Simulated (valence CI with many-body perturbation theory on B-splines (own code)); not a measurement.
# E1 line list for V⁸⁺

Calculated by valence CI with perturbative core correlation (CI+MBPT): five valence electrons over a frozen Dirac-Fock core [Ne], a basis of 11 s, 11 p, 10 d, 8 f, 5 g, 2 h functions for each j, with the one-electron correlation potential Σ1 (screened to all orders), the two-electron term Σ2, the three-electron term Σ3, Breit, model QED; selected single and double excitations, second order for the rest, scaled by the run's own slope (own B-spline code, finite nucleus).

No measured spectrum was set against this ion. As an estimate, levels of excited configurations hold to 0.05 to 0.15 % of their energy, terms of the ground configuration to about 0.5 %. Among the levels kept, up to 3200 cm⁻¹ of a level comes from second order outside the variational space, and about a tenth of that is noise between levels of different J, which matters for small intervals.

Lines 1 to 50 of 582 in falling wavelength, among levels below 103.49 eV, chosen from the strongest by gf and those to the six lowest levels. Wavelengths and rates use the calculated energies, so an error of 200 cm⁻¹ moves a line at 790.7 Å by 0.16 % and its rate by three times that or more. Electric multipoles are in the length gauge, E1 and E2 with the static RPA response of the core. Weak lines are less certain than strong ones. Lines between different terms over intervals too small for the method are left out, as are lines whose strength nearly cancels. Where a level lies close to another of its J and parity, the split of strength between their lines is uncertain. The highest levels of a list are the least certain.

Names give the largest LS component (configuration and term), which can be under half, so a name can repeat, a term be missing and a line seem to break the LS rules; names also repeat where a configuration has a term twice. Letters in brackets count levels of one name in rising energy.

```csv
λ vac (Å),Upper,Lower,A (s⁻¹),S (a.u.) with core polarisation,S without
790.7,3p⁴3d ⁴D_7/2,3s3p³3d ⁴D°_7/2 [d],1.45e+08,2.82e-01,2.94e-01
663.1,3p⁴3d ⁴F_9/2,3s3p³3d ⁴D°_7/2 [d],4.90e+08,7.05e-01,7.34e-01
652.4,3p⁴3d ⁴F_7/2,3s3p³3d ⁴D°_5/2 [d],3.96e+08,4.34e-01,4.52e-01
645.0,3p⁴3d ⁴F_5/2,3s3p³3d ⁴D°_3/2 [d],2.83e+08,2.25e-01,2.34e-01
632.5,3p⁴3d ⁴P_5/2,3s3p³3d ⁴D°_7/2 [d],3.46e+08,2.59e-01,2.70e-01
563.4,3s3p⁴ ⁴P_5/2,3s²3p³ ²D°_5/2,5.90e+06,3.12e-03,3.25e-03
531.2,3p⁴3d ²P_1/2,3s3p³3d ²D°_3/2 [b],1.30e+09,1.92e-01,1.99e-01
520.6,3p⁵ ²P°_3/2,3s²3p²3d ²P_3/2 [a],1.42e+09,3.94e-01,4.11e-01
517.1,3p⁴3d ²P_3/2,3s3p³3d ²D°_5/2 [b],6.70e+08,1.83e-01,1.90e-01
504.3,3s3p³3d ⁴F°_9/2 [a],3s²3p²3d ⁴F_9/2,5.23e+08,3.31e-01,3.45e-01
500.4,3s3p³3d ⁴F°_7/2 [a],3s²3p²3d ⁴F_7/2,4.73e+08,2.34e-01,2.43e-01
497.4,3s3p³3d ⁴F°_5/2 [a],3s²3p²3d ⁴F_5/2,4.68e+08,1.70e-01,1.77e-01
489.2,3s3p⁴ ²D_5/2,3s²3p³ ²P°_3/2,3.09e+08,1.07e-01,1.12e-01
485.6,3s3p⁴ ²D_3/2,3s²3p³ ²P°_1/2,1.80e+08,4.07e-02,4.24e-02
482.3,3p⁴3d ²D_3/2,3s3p³3d ²F°_5/2 [a],8.91e+08,1.97e-01,2.05e-01
474.2,3p⁴3d ²D_5/2,3s3p³3d ²F°_7/2 [a],1.12e+09,3.54e-01,3.68e-01
470.8,3s3p³3d ⁴P°_5/2 [b],3s²3p²3d ⁴P_5/2,5.25e+08,1.62e-01,1.69e-01
467.2,3s3p⁴ ⁴P_5/2,3s²3p³ ⁴S°_3/2,1.01e+09,3.06e-01,3.18e-01
457.7,3p⁴3d ⁴F_9/2,3s3p³3d ⁴F°_9/2 [b],8.95e+08,4.23e-01,4.41e-01
457.1,3s3p⁴ ⁴P_3/2,3s²3p³ ⁴S°_3/2,1.07e+09,2.01e-01,2.10e-01
454.2,3p⁴3d ⁴F_7/2,3s3p³3d ⁴F°_7/2 [b],7.81e+08,2.89e-01,3.01e-01
453.6,3p⁴3d ⁴F_9/2,3s3p³3d ⁴D°_7/2 [b],3.18e+08,1.46e-01,1.52e-01
452.2,3s3p⁴ ⁴P_1/2,3s²3p³ ⁴S°_3/2,1.11e+09,1.01e-01,1.05e-01
451.8,3p⁴3d ⁴F_5/2,3s3p³3d ⁴F°_5/2 [b],6.90e+08,1.88e-01,1.96e-01
451.2,3p⁴3d ⁴F_3/2,3s3p³3d ⁴F°_3/2 [b],8.55e+08,1.55e-01,1.62e-01
444.3,3s3p³3d ⁴G°_11/2,3s²3p²3d ⁴F_9/2,2.18e+09,1.13e+00,1.18e+00
442.6,3p⁴3d ²D_5/2,3s3p³3d ²D°_5/2 [a],6.40e+08,1.64e-01,1.71e-01
441.3,3s3p³3d ²F°_7/2 [c],3s²3p²3d ²F_7/2 [b],5.01e+08,1.70e-01,1.77e-01
439.1,3s3p³3d ⁴G°_9/2,3s²3p²3d ⁴F_7/2,2.11e+09,8.80e-01,9.14e-01
437.2,3s3p⁴ ²D_3/2,3s²3p³ ²D°_5/2,6.83e+07,1.13e-02,1.17e-02
435.9,3s3p⁴ ²D_5/2,3s²3p³ ²D°_5/2,1.72e+09,4.22e-01,4.39e-01
435.1,3s3p³3d ⁴G°_7/2,3s²3p²3d ⁴F_5/2,2.03e+09,6.60e-01,6.85e-01
434.9,3s3p³3d ²D°_3/2 [b],3s²3p²3d ²P_1/2 [b],9.94e+08,1.61e-01,1.68e-01
434.1,3s3p⁴ ²D_3/2,3s²3p³ ²D°_3/2,1.96e+09,3.16e-01,3.29e-01
433.9,3s3p³3d ⁴D°_7/2 [c],3s²3p²3d ⁴P_5/2,4.19e+08,1.35e-01,1.40e-01
432.8,3s3p⁴ ²D_5/2,3s²3p³ ²D°_3/2,4.02e+07,9.65e-03,1.00e-02
432.5,3s3p³3d ⁴G°_5/2,3s²3p²3d ⁴F_3/2,2.04e+09,4.88e-01,5.07e-01
432.4,3s3p³3d ²F°_7/2 [d],3s²3p²3d ²D_5/2 [c],4.91e+08,1.57e-01,1.63e-01
432.3,3s3p³3d ²P°_3/2 [b],3s²3p²3d ²S_1/2,9.73e+08,1.55e-01,1.61e-01
431.3,3p⁵ ²P°_3/2,3s3p⁴ ²D_5/2,2.56e+09,4.06e-01,4.22e-01
426.5,3s3p³3d ²D°_5/2 [b],3s²3p²3d ²P_3/2 [b],1.27e+09,2.91e-01,3.03e-01
416.8,3p⁵ ²P°_1/2,3s3p⁴ ²D_3/2,2.61e+09,1.87e-01,1.94e-01
415.8,3s3p³3d ²G°_9/2 [a],3s²3p²3d ²F_7/2 [a],7.80e+08,2.77e-01,2.87e-01
412.3,3s3p³3d ²G°_7/2 [a],3s²3p²3d ²F_5/2 [a],8.97e+08,2.48e-01,2.58e-01
409.5,3s²3p²3d ²P_3/2 [a],3s²3p³ ²P°_3/2,4.19e+08,5.68e-02,5.94e-02
408.1,3s3p³3d ²P°_3/2 [a],3s²3p²3d ²P_3/2 [b],1.12e+09,1.50e-01,1.55e-01
406.8,3s3p³3d ²D°_5/2 [d],3s²3p²3d ²P_3/2 [c],9.49e+08,1.89e-01,1.96e-01
406.5,3s3p³3d ⁴P°_3/2 [a],3s²3p²3d ⁴D_5/2,1.07e+09,1.42e-01,1.47e-01
406.1,3s3p³3d ²D°_5/2 [a],3s²3p²3d ⁴D_7/2,6.65e+08,1.32e-01,1.37e-01
405.8,3s²3p²3d ²P_3/2 [a],3s²3p³ ²P°_1/2,1.79e+08,2.36e-02,2.46e-02
```
